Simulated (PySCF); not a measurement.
# Electron correlation in Sr²⁰⁺ (strontium, charge +20)

Starting occupation: [Ar]. Computed with PySCF 2.14 in an even-tempered Gaussian basis (19 s from 0.74 bohr⁻², ratio 2.6; 14 p from 0.96 bohr⁻², ratio 2.6; 6 d from 0.99 bohr⁻², ratio 2.8; 3 f from 21 bohr⁻², ratio 2.8), with X2C-1e with screened-nucleus spin-orbit coupling, Gaussian nucleus. Frozen: [Ne]; 8 electrons correlated; the 64 highest virtual spinors left out.

MP2 pair energies summed by pair of shells (mhartree):

```
       pair   energy  share (%)
3p3/2-3p3/2  -130.89       39.0
3p1/2-3p3/2  -124.01       36.9
3p1/2-3p1/2   -33.40        9.9
3p3/2-3s1/2   -23.31        6.9
3s1/2-3s1/2   -12.38        3.7
3p1/2-3s1/2   -11.93        3.6
```

Total MP2 correlation energy: -335.93 mhartree.

The virtual space was cut to 50 spinors, which keep -322.02 of the -335.93 mhartree of MP2 correlation.

| level | correlation energy (mhartree) |
| --- | --- |
| CCSD | -354.99 |
| (T) | -2.96 |
| CCSD(T) | -357.95 |

Diagnostics: T1 = 0.00057, largest double amplitude 0.046.

Cost of the coupled-cluster step: of the order of 19 core-seconds, for 8 occupied and 50 virtual spinors.

Iterations:

```
Init t2, MP2 energy = -0.322021319669319
CCSD nocc = 8, nmo = 58
Init t2, MP2 energy = -0.322021319669319
Init E_corr(GCCSD) = -0.322021319669319
cycle = 1  E_corr(GCCSD) = -0.349735378237023  dE = -0.0277140586  norm(t1,t2) = 0.0179305
cycle = 2  E_corr(GCCSD) = -0.353940190576562  dE = -0.00420481234  norm(t1,t2) = 0.00387595
cycle = 3  E_corr(GCCSD) = -0.355021897623006  dE = -0.00108170705  norm(t1,t2) = 0.00111546
cycle = 4  E_corr(GCCSD) = -0.35498795898121  dE = 3.39386418e-05  norm(t1,t2) = 0.000102072
cycle = 5  E_corr(GCCSD) = -0.354988204749617  dE = -2.45768407e-07  norm(t1,t2) = 4.37334e-06
cycle = 6  E_corr(GCCSD) = -0.354988172520874  dE = 3.22287422e-08  norm(t1,t2) = 4.26168e-07
cycle = 7  E_corr(GCCSD) = -0.354988170858319  dE = 1.66255504e-09  norm(t1,t2) = 4.9707e-08
GCCSD converged
E(GCCSD) = -2949.630710463709  E_corr = -0.3549881708583194
```

The coupled-cluster values are those of the cut space; adding the MP2 remainder, -13.91 mhartree, estimates the full space.

At this charge the one-electron X2C treatment keeps the bare 1/r₁₂, with no two-electron picture change or Breit term. The effect here is smaller than on the frozen 1s shell.
